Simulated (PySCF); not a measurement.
**Electron correlation in Se²⁺ (selenium, charge +2)**

[Ar] 3d10 4s2 4p2, high-spin 3P determinant. Calculation: PySCF 2.14, in aug-cc-pwCVTZ-PP with ECP10MDF; scalar relativity through the core potential. Frozen: 3s2 3p6 3d10; 4 electrons correlated.

| level | correlation energy (mhartree) |
| --- | --- |
| CCSD | -74.72 |
| (T) | -1.60 |
| CCSD(T) | -76.32 |

Diagnostics: T1 = 0.0066, D1 = 0.0170, largest double amplitude 0.092.

Is a single reference adequate?

Mostly. T1 lies below 0.03, but a double amplitude of this size points to a near-degeneracy that CCSD handles and MP2 describes poorly.
